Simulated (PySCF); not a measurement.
Members of one series of related molecules.

All values: PBE0/pcSseg-1 (PySCF) at GFN2-xTB geometries, gas phase, one conformer each.

(1) Rank by HOMO energy, lowest first.
A. `C=CC1CP(C(F)(F)F)C1`
B. `FC1CP(C(F)(F)F)C1`
C. `FC(P1CC(C(F)(F)F)C1)(F)F`

(2) Rank by LUMO energy, highest first.
A. `C=CC1CP(C(F)(F)F)C1`
B. `CC1CP(C(F)(F)F)C1`
C. `FC(F)(F)P1CC([SiH3])C1`

(3) Rank by dipole moment, lowest first.
A. `[F:1][C:2]([F:3])([F:4])[P:5]1[CH2:6][CH:7]([F:8])[CH2:9]1` with C2–P5–C6–C7 -86°, P5–C6–C7–F8 -129°, C6–C7–C9–P5 11°, C2–P5–C9–C7 86°
B. `[F:1][C:2]([F:3])([F:4])[CH:5]1[CH2:6][P:7]([C:8]([F:9])([F:10])[F:11])[CH2:12]1` with C2–C5–C6–P7 -96°, C5–C6–P7–C8 -111°, C6–P7–C12–C5 15°, C2–C5–C12–P7 96°
C. `[CH3:1][CH:2]1[CH2:3][P:4]([C:5]([F:6])([F:7])[F:8])[CH2:9]1` with C1–C2–C3–P4 130°, C2–C3–P4–C5 87°, C3–P4–C9–C2 8°, C1–C2–C9–P4 -130°
D. `[F:1][C:2]([F:3])([F:4])[P:5]1[CH2:6][CH:7]([SiH3:8])[CH2:9]1` with C2–P5–C6–C7 87°, P5–C6–C7–Si8 131°, C6–C7–C9–P5 -9°, C2–P5–C9–C7 -88°
E. `[CH2:1]=[CH:2][CH:3]1[CH2:4][P:5]([C:6]([F:7])([F:8])[F:9])[CH2:10]1` with C1–C2–C3–C4 125°, C2–C3–C4–P5 129°, C3–C4–P5–C6 87°, C4–P5–C10–C3 8°, C2–C3–C10–P5 -129°

## Answers

(1) C (-7.87 eV), B (-7.71 eV), A (-7.39 eV).

(2) B (0.17 eV), C (-0.17 eV), A (-0.43 eV).

(3) A (0.73 D), B (1.53 D), D (2.20 D), E (2.59 D), C (2.79 D).

All values together:

| SMILES | change | formula | μ (D) | HOMO (eV) | LUMO (eV) | lowest IAO charge (e) | highest IAO charge (e) | lowest Hirshfeld charge (e) | highest Hirshfeld charge (e) |
| --- | --- | --- | --- | --- | --- | --- | --- | --- | --- |
| CC1CP(C(F)(F)F)C1 | parent | C5H8F3P | 2.79 | -7.29 | 0.17 | -0.443 (C) | +0.623 (C) | -0.118 (C) | +0.207 (C) |
| FC(F)(F)P1CC([SiH3])C1 | CH3 replaced by SiH3 | C4H8F3PSi | 2.20 | -7.29 | -0.17 | -0.434 (C) | +0.623 (C) | -0.117 (C) | +0.311 (Si) |
| FC1CP(C(F)(F)F)C1 | CH3 replaced by F | C4H5F4P | 0.73 | -7.71 | -0.11 | -0.463 (C) | +0.624 (C) | -0.126 (C) | +0.208 (C) |
| C=CC1CP(C(F)(F)F)C1 | CH3 replaced by vinyl | C6H8F3P | 2.59 | -7.39 | -0.43 | -0.440 (C) | +0.623 (C) | -0.116 (C) | +0.207 (C) |
| CCC1CP(C(F)(F)F)C1 | CH3 replaced by C2H5 | C6H10F3P | 2.87 | -7.27 | 0.14 | -0.444 (C) | +0.623 (C) | -0.118 (C) | +0.207 (C) |
| FC(F)(F)C1CP(C(F)(F)F)C1 | CH3 replaced by CF3 | C5H5F6P | 1.53 | -7.87 | -0.35 | -0.442 (C) | +0.802 (C) | -0.122 (C) | +0.261 (C) |

Conformers: `[CH3:1][CH:2]1[CH2:3][P:4]([C:5]([F:6])([F:7])[F:8])[CH2:9]1` with C1–C2–C3–P4 130°, C2–C3–P4–C5 87°, C3–P4–C9–C2 8°, C1–C2–C9–P4 -130°; `[F:1][C:2]([F:3])([F:4])[P:5]1[CH2:6][CH:7]([SiH3:8])[CH2:9]1` with C2–P5–C6–C7 87°, P5–C6–C7–Si8 131°, C6–C7–C9–P5 -9°, C2–P5–C9–C7 -88°; `[F:1][C:2]([F:3])([F:4])[P:5]1[CH2:6][CH:7]([F:8])[CH2:9]1` with C2–P5–C6–C7 -86°, P5–C6–C7–F8 -129°, C6–C7–C9–P5 11°, C2–P5–C9–C7 86°; `[CH2:1]=[CH:2][CH:3]1[CH2:4][P:5]([C:6]([F:7])([F:8])[F:9])[CH2:10]1` with C1–C2–C3–C4 125°, C2–C3–C4–P5 129°, C3–C4–P5–C6 87°, C4–P5–C10–C3 8°, C2–C3–C10–P5 -129°; `[CH3:1][CH2:2][CH:3]1[CH2:4][P:5]([C:6]([F:7])([F:8])[F:9])[CH2:10]1` with C1–C2–C3–C4 179°, C2–C3–C4–P5 130°, C3–C4–P5–C6 88°, C4–P5–C10–C3 8°, C2–C3–C10–P5 -130°; `[F:1][C:2]([F:3])([F:4])[CH:5]1[CH2:6][P:7]([C:8]([F:9])([F:10])[F:11])[CH2:12]1` with C2–C5–C6–P7 -96°, C5–C6–P7–C8 -111°, C6–P7–C12–C5 15°, C2–C5–C12–P7 96°.

Question: Give the shifts from the parent, `CC1CP(C(F)(F)F)C1`.

Answer: 
```csv
SMILES,change in μ (D),change in HOMO (eV),change in LUMO (eV)
FC(F)(F)P1CC([SiH3])C1,-0.59,0.00,-0.34
FC1CP(C(F)(F)F)C1,-2.06,-0.42,-0.28
C=CC1CP(C(F)(F)F)C1,-0.20,-0.10,-0.60
CCC1CP(C(F)(F)F)C1,+0.08,+0.02,-0.03
FC(F)(F)C1CP(C(F)(F)F)C1,-1.26,-0.58,-0.52
```
